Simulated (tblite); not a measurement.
Compound: C6H9FOSi.
Atom-mapped SMILES: `[CH:1]#[C:2]/[C:3]([F:4])=[CH:5]/[SiH2:6][O:7][CH2:8][CH3:9]` (hydrogens: H10 on C1; H11 on C5; H12, H13 on Si6; H14, H15 on C8; H16, H17, H18 on C9)

Computed with GFN2-xTB (tblite), gas phase: L-BFGS steps from a force-field or distance-geometry start until the largest atomic force falls under 0.01 eV/Å.

At the end of the run (lengths in Å): Si6–O7 1.620, C9–H16 1.086, C9–H17 1.087, C8–H15 1.097, C5–H11 1.079, C5–Si6 1.873, C9–H18 1.087, Si6–O7–C8 129.0°, C5–Si6–O7 99.9°, C2–C3–F4 113.9°, C2–C3–C5 126.0°, C2–C3–C5–Si6 180°, C3–C5–Si6–O7 177°, C5–Si6–O7–C8 179°, H14–C8–O7–Si6 -168°, H11–C5–Si6–O7 -3°.

Question: These geometries were met on the way; a selection of coordinates is given. Order them by energy above the end point, lowest first.
A. Si6–O7 1.637, C9–H16 1.087, C9–H17 1.087, C8–H15 1.092, C5–H11 1.082, C5–Si6 1.888, C9–H18 1.083, Si6–O7–C8 121.0°, C5–Si6–O7 112.4°, C2–C3–F4 116.2°, C2–C3–C5 122.8°, C2–C3–C5–Si6 -175°, C3–C5–Si6–O7 -87°, C5–Si6–O7–C8 140°, H14–C8–O7–Si6 -66°, H11–C5–Si6–O7 98°
B. Si6–O7 1.615, C9–H16 1.088, C9–H17 1.088, C8–H15 1.097, C5–H11 1.077, C5–Si6 1.876, C9–H18 1.089, Si6–O7–C8 130.0°, C5–Si6–O7 101.9°, C2–C3–F4 113.8°, C2–C3–C5 126.6°, C2–C3–C5–Si6 -175°, C3–C5–Si6–O7 -77°, C5–Si6–O7–C8 172°, H14–C8–O7–Si6 -102°, H11–C5–Si6–O7 106°
C. Si6–O7 1.711, C9–H16 1.141, C9–H17 1.129, C8–H15 1.132, C5–H11 1.108, C5–Si6 1.846, C9–H18 1.114, Si6–O7–C8 104.8°, C5–Si6–O7 112.8°, C2–C3–F4 120.3°, C2–C3–C5 120.8°, C2–C3–C5–Si6 180°, C3–C5–Si6–O7 -96°, C5–Si6–O7–C8 140°, H14–C8–O7–Si6 -54°, H11–C5–Si6–O7 84°
D. Si6–O7 1.633, C9–H16 1.087, C9–H17 1.084, C8–H15 1.094, C5–H11 1.076, C5–Si6 1.861, C9–H18 1.082, Si6–O7–C8 109.3°, C5–Si6–O7 112.6°, C2–C3–F4 117.1°, C2–C3–C5 123.8°, C2–C3–C5–Si6 -179°, C3–C5–Si6–O7 -94°, C5–Si6–O7–C8 140°, H14–C8–O7–Si6 -57°, H11–C5–Si6–O7 88°
E. Si6–O7 1.619, C9–H16 1.086, C9–H17 1.085, C8–H15 1.099, C5–H11 1.079, C5–Si6 1.883, C9–H18 1.087, Si6–O7–C8 130.0°, C5–Si6–O7 108.8°, C2–C3–F4 113.5°, C2–C3–C5 127.0°, C2–C3–C5–Si6 -169°, C3–C5–Si6–O7 -89°, C5–Si6–O7–C8 148°, H14–C8–O7–Si6 -74°, H11–C5–Si6–O7 101°

Answer: B (0.140 eV), E (0.228 eV), A (0.370 eV), D (0.610 eV), C (0.996 eV).

```csv
step,E above end (eV),"rms distance from the end, all atoms (Å)",largest force (eV/Å),rms shift of all bonds from the end (Å)
57,0.140,1.231,0.085,0.002
29,0.228,1.291,0.135,0.004
13,0.370,1.352,0.356,0.008
4,0.610,1.382,0.537,0.009
0,0.996,1.395,2.145,0.033
```

Rows stand in the order of the answer.
